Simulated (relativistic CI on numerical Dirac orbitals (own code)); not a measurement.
# Ti3+ in a cubic cluster: 1s photoemission with charge transfer

Computed with a charge-transfer multiplet model of a cubic metal-ligand cluster with up to 2 ligand holes, Slater and spin-orbit integrals from Dirac-Coulomb-Breit ions, Slater integrals scaled by 0.8. The parameters are those of a tetrahedral site (10Dq negative, t2 hopping the larger). The ground state mixes d1 with configurations of k ligand holes L, whose averages lie at kΔ + k(k − 1)U_dd/2; a core hole lowers each added d electron by U_cd. 300 K, Lorentzian 1.1 eV and Gaussian 0.6 eV FWHM.

Atomic integrals in eV (Slater integrals scaled, ζ unscaled), ground: F2dd 6.578, F4dd 4.090, zeta_d 0.017; with the core hole: F2dd 6.578, F4dd 4.090, zeta_d 0.030, G2cd 0.039. Where a configuration has fewer than two d electrons, the dd integrals are those of d2.

Cluster parameters (eV): U_dd = 5, U_cd = 6, 10Dq = -0.2, 10Dq(ligand) = 0, V(eg) = 0.93, V(t2g) = -1.57, final-state hopping factor = 1.

| Case | n_d | d1 | d2L | d3L2 | S |
| --- | --- | --- | --- | --- | --- |
| Δ = 0.6 eV | 1.81 | 0.32 | 0.55 | 0.13 | 0.50 |
| Δ = 1.6 eV | 1.70 | 0.40 | 0.51 | 0.10 | 0.50 |
| Δ = 2.6 eV | 1.59 | 0.48 | 0.45 | 0.07 | 0.50 |
| Δ = 3.6 eV | 1.49 | 0.56 | 0.39 | 0.05 | 0.50 |
| Δ = 6.6 eV | 1.27 | 0.74 | 0.24 | 0.02 | 0.50 |

Weights, n_d and S are thermal averages at 300 K. Binding energies count from the first peak over 30 % of the highest in each spectrum, which can be another peak from case to case. The parameters are a model scan and need not match a compound or its usual spin state. Peaks in eV (height, largest 100):
- Δ = 0.6 eV: 0.0 (100), 9.2 (16)
- Δ = 1.6 eV: 0.0 (100), 9.0 (19)
- Δ = 2.6 eV: 0.0 (100), 8.7 (21)
- Δ = 3.6 eV: 0.0 (100), 8.3 (23)
- Δ = 6.6 eV: 0.0 (100), 7.4 (21)

For the case Δ = 3.6 eV, Δ = 3.6 eV is smaller than U_dd = 5 eV, the charge-transfer side of the Zaanen-Sawatzky-Allen scheme. With the core hole the configuration with one ligand hole lies at Δ − U_cd = -5.4, -4.4, -3.4, -2.4, 0.6 eV from the one without, in the order of the table; where this is negative the screened configuration lies lower, though the effective hopping of about 4.0 eV (from the holes of the mixed ground state) mixes the two strongly wherever it is as large as the gap.

With at most 2 ligand holes the space is cut while the next configuration still counts, so covalency is underestimated, and a final configuration with one more ligand hole, which can lie low, is missing from the spectra.
